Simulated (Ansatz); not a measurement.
Atomisation energy: 6 cases among radicals of boron compounds, in kcal/mol. Structures are relaxed separately at B3LYP-D3(BJ)/def2-TZVP in Ansatz (a first-principles code), one conformer each, not searched for the lowest. Cores are frozen in the correlated levels unless marked. Open shells are spin-unrestricted. Spin-orbit coupling is left out. No relativistic terms. Atomisation energies are electronic, to ground-state atoms; the column to compare with has the core term from cc-pwCVTZ added, other frozen-core levels have none. The column to compare with is coupled cluster with Ansatz, a level with limits of its own, on species with small T1 and stable references: CCSD(T)/CBS(cc-pVTZ,cc-pVQZ). CBS(X,Y): correlation extrapolated as X^-3; Hartree-Fock from the larger set.

The cases are all of a share (6 cases) of this class's members that had been run, up to Cl and in the lowest spin state found, with this coupled-cluster level, T1 under 0.025 (0.045 for open shells), stable and nearly pure references and no caution of the program. Left out: atoms, ions and triplets as subjects, saddle points, species that the lists mark as multireference, runs with a caution of the program, species with a measured enthalpy of formation or without the core term. The levels beside PBE were drawn at random too.

| species (SMILES) | coupled cluster |
|---|---|
| COB([O])O | 891.0 |
| C[B]NC | 984.2 |
| C[N]B(C)C | 1282.6 |
| [CH2]OB(N)N | 1027.7 |
| C[CH]B(C)C | 1399.4 |
| [CH2]B(C)OC | 1227.8 |

Task: Rank these levels by how close they come to the coupled-cluster column on average, closest first: PBE/def2-TZVPD (Ansatz); SVWN5/def2-TZVPD (Ansatz); PBE-D3(BJ)/def2-TZVPD (Ansatz + dftd3); B3LYP-D3(BJ)/def2-TZVPD (Ansatz + dftd3); CAM-B3LYP/def2-TZVPD (Ansatz); RPA@PBE/cc-pVQZ (Ansatz); CCSD(T)/cc-pVTZ (Ansatz).

Result: CAM-B3LYP/def2-TZVPD (mean absolute difference 5.42, signed 5.42 kcal/mol), B3LYP-D3(BJ)/def2-TZVPD (mean absolute difference 5.67, signed 5.10 kcal/mol), PBE/def2-TZVPD (mean absolute difference 21.15, signed 21.15 kcal/mol), PBE-D3(BJ)/def2-TZVPD (mean absolute difference 25.95, signed 25.95 kcal/mol), CCSD(T)/cc-pVTZ (mean absolute difference 30.85, signed -30.85 kcal/mol), RPA@PBE/cc-pVQZ (mean absolute difference 62.48, signed -62.48 kcal/mol), SVWN5/def2-TZVPD (mean absolute difference 160.27, signed 160.27 kcal/mol)
